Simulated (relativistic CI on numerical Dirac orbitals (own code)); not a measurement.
# Ru2+ (4d6) in a crystal field

Calculated by Dirac-Coulomb-Breit CI, orbitals from a KLI potential per configuration, model QED, valence Slater integrals scaled by 0.8, one configuration in a parametric crystal field (own radial code).

Field parameters in Wybourne normalisation: D4h B²₀ = −7Ds, B⁴₀ = 21(Dq − Dt), B⁴₄ = 21√(5/14) Dq; Oh B⁴₀ = 21Dq, B⁴₄ = √(5/14) B⁴₀; Td as Oh with Dq negative (B⁴₀ = 21Dq, B⁴₄ = √(5/14) B⁴₀). The field is a parameter set, without covalency.

S and J are read from ⟨S²⟩ = S(S + 1) and ⟨J²⟩ = J(J + 1) of each level; they are not fictitious spins.

Oh, 10Dq = 36550 cm⁻¹, the lowest 10 levels:

```
E (cm⁻¹)  Degeneracy  Irrep     S     J
     0.0           1     A1  0.01  4.53
   28431           2      E  1.00  4.11
   28499           3     T2  1.00  4.01
   29109           3     T1  1.00  3.86
   29568           1     A1  1.00  3.70
   33116           3     T1  0.87  4.20
   33558           2      E  1.00  3.96
   34151           3     T2  1.00  3.80
   34476           1     A2  1.00  3.80
   35006           3     T1  0.30  5.01
```

D4h, 10Dq = 10600, Ds = 1020, Dt = -270 cm⁻¹, the lowest 10 levels:

```json
{"E (cm⁻¹)": "0.0", "Degeneracy": "1", "Irrep": "A1", "S": "1.05", "J": "4.01"}
{"E (cm⁻¹)": "334", "Degeneracy": "2", "Irrep": "E", "S": "1.98", "J": "3.60"}
{"E (cm⁻¹)": "367", "Degeneracy": "1", "Irrep": "B1", "S": "1.95", "J": "3.44"}
{"E (cm⁻¹)": "431", "Degeneracy": "1", "Irrep": "B2", "S": "1.97", "J": "3.48"}
{"E (cm⁻¹)": "553", "Degeneracy": "2", "Irrep": "E", "S": "1.94", "J": "3.24"}
{"E (cm⁻¹)": "1057", "Degeneracy": "1", "Irrep": "A1", "S": "1.52", "J": "3.69"}
{"E (cm⁻¹)": "1071", "Degeneracy": "1", "Irrep": "A2", "S": "1.98", "J": "2.77"}
{"E (cm⁻¹)": "1105", "Degeneracy": "2", "Irrep": "E", "S": "1.93", "J": "2.60"}
{"E (cm⁻¹)": "4342", "Degeneracy": "1", "Irrep": "A1", "S": "1.39", "J": "3.77"}
{"E (cm⁻¹)": "4669", "Degeneracy": "2", "Irrep": "E", "S": "1.33", "J": "3.78"}
```

Td, 10Dq = -3550 cm⁻¹, the lowest 16 levels:

| E (cm⁻¹) | Degeneracy | Irrep | S | J |
| --- | --- | --- | --- | --- |
| 0.0 | 1 | A1 | 1.99 | 3.60 |
| 78.0 | 3 | T1 | 1.99 | 3.53 |
| 149 | 2 | E | 1.99 | 3.45 |
| 297 | 3 | T2 | 1.99 | 3.27 |
| 472 | 1 | A2 | 2.00 | 3.00 |
| 3237 | 3 | T2 | 1.99 | 3.60 |
| 3796 | 3 | T1 | 1.99 | 3.10 |
| 3850 | 2 | E | 1.98 | 2.81 |
| 4452 | 3 | T2 | 1.99 | 2.29 |
| 4544 | 3 | T1 | 1.99 | 1.87 |
| 4629 | 1 | A1 | 1.98 | 1.42 |
| 11653 | 3 | T2 | 0.99 | 4.02 |
| 11840 | 2 | E | 1.01 | 4.11 |
| 12154 | 1 | A1 | 0.99 | 5.53 |
| 12196 | 3 | T1 | 1.00 | 5.18 |
| 14080 | 3 | T2 | 0.97 | 5.14 |

The free-ion ground term has S = 2. The field overcomes the spin-pairing energy for Oh, 10Dq = 36550 cm⁻¹; D4h, 10Dq = 10600, Ds = 1020, Dt = -270 cm⁻¹, where the ground state has lower spin; these fields are assumed values.

Levels of this model without a field, named by their leading LS term (the scale mimics covalency, so terms lie below those of the real free ion): 5D_4 0, 5D_3 1093, 5D_2 1736, 5D_1 2153, 5D_0 2353, 3H_6 14069, 3H_4 14289, 3H_5 14405 cm⁻¹.
